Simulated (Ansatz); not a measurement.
`C[SiH](N)BF` → `NC[SiH2]BF`  (isomerisation)

Gas-phase electronic energies from Ansatz, PBE0-D4/def2-TZVP geometries. CCSD(T)/CBS is the MP2 limit (def2-TZVPP, def2-QZVPP) plus CCSD(T) − MP2 in def2-TZVPP, frozen cores. One conformer a species, not always the lowest.

| species | MP2/def2-TZVPP energy (Eh) |
| --- | --- |
| `C[SiH](N)BF` | -510.49099 |
| `NC[SiH2]BF` | -510.43594 |

(1) Work out ΔE.

Largest T1 diagnostic among the species: 0.012.

Results:

(1) ΔE = (-510.43594) − (-510.49099) = 0.05505 Eh = +1.50 eV. CCSD(T)/CBS gives +1.46 eV.

From PBE to PBE0 (25 % exact exchange), in def2-TZVPP and without D4, ΔE moves by +0.04 eV.
